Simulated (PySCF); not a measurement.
Working out the excitation energy of Be

Be [He] 2s2 (1S) → Be [He] 2s1 3s1 (3S). All numbers are calculated (PySCF 2.14, no relativity, point nucleus, in aug-cc-pCVDZ (5s4p2d, 27 functions)). Frozen: nothing. Energies in hartree (1 hartree = 27.21139 eV):

| part | Be (lower) | Be (upper) |
| --- | --- | --- |
| UHF | -14.572379 | -14.375526 |
| CCSD correlation | -0.079285 | -0.039092 |
| (T) | -0.000245 | -0.000043 |

Question: What does Hartree-Fock give?

Answer: (-14.375526) − (-14.572379) = 0.196853 hartree = 5.357 eV.

Question: What do CCSD and CCSD(T) give?

Answer: The CCSD correlation energies differ by 0.040193 hartree = 1.094 eV and the triples by 0.000202 hartree = 0.005 eV, so CCSD gives 6.451 eV and CCSD(T) 6.456 eV.

Measured between the centres of the two terms (NIST): 6.457 eV, so CCSD(T) (valence and next inner shell) is off by -0.001 eV.

A double-zeta basis recovers only part of the correlation energy.

What remains against the reference includes basis incompleteness and higher excitations.
